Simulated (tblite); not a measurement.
Start geometry of `CC(CPCP)C` from a force field or distance geometry (Å):
```
atom  x, y, z in Å
C1    -2.498    0.871   -1.111
C2    -1.540    0.423   -0.026
C3    -1.987   -0.937    0.540
C4    -0.108    0.369   -0.594
P5     1.202    0.262    0.729
C6     2.679    0.011   -0.371
P7     4.233   -0.382    0.570
H8    -2.504    0.180   -1.950
H9    -2.226    1.860   -1.488
H10   -3.533    0.939   -0.717
H11   -1.585    1.155    0.793
H12   -1.952   -1.717   -0.229
H13   -1.387   -1.252    1.394
H14   -3.027   -0.875    0.888
H15   -0.010   -0.478   -1.271
H16    0.090    1.272   -1.151
H17    1.014   -1.084    1.099
H18    2.854    0.916   -0.952
H19    2.487   -0.802   -1.063
H20    3.676   -1.379    1.412
H21    4.112    0.663    1.528
```

Q: What comes out of this run: GFN2-xTB geometry optimisation, gas phase in tblite 0.8.0?

A: 
```
atom  x, y, z in Å
C1    -2.508    0.763   -1.196
C2    -1.545    0.459   -0.049
C3    -1.961   -0.816    0.677
C4    -0.116    0.343   -0.582
P5     1.143    0.096    0.767
C6     2.655    0.146   -0.320
P7     4.204   -0.378    0.564
H8    -2.519   -0.058   -1.910
H9    -2.213    1.670   -1.720
H10   -3.517    0.901   -0.816
H11   -1.576    1.290    0.665
H12   -1.902   -1.672    0.007
H13   -1.307   -0.994    1.529
H14   -2.983   -0.732    1.040
H15   -0.044   -0.469   -1.313
H16    0.156    1.277   -1.087
H17    1.078   -1.305    0.796
H18    2.808    1.179   -0.655
H19    2.527   -0.477   -1.211
H20    3.668   -1.544    1.115
H21    3.942    0.338    1.730
```

The energy falls by 2.0 kcal/mol over 114 L-BFGS steps, the largest force on an atom goes from 0.84 to 0.009 eV/Å, and the atoms move by 0.243 Å rms after alignment. The bond that changes most is P7–H21 (phosphine phosphorus to P–H hydrogen), which shortens by 0.029 Å. Bonds longer at the end by more than 0.005 Å: 5 of 20; shorter: 9. Among the angles that change most is H20–P7–H21, from 94.7° to 91.5°. Among the dihedrals that turn most is C2–C4–P5–H17, from 74° to 89°. Rotational constants go from 5254, 590.3, 561.6 to 5345, 602.1, 565.6 MHz. The orientation of the end geometry is arbitrary; only internal coordinates are fixed.

On one thread, Arm Neoverse V2 (aarch64), shared host, this took 0.69 s wall.

Its GFN2-xTB frequencies are all real (lowest 46 cm⁻¹). One conformer, not necessarily the lowest.

All values are computed, not measured.
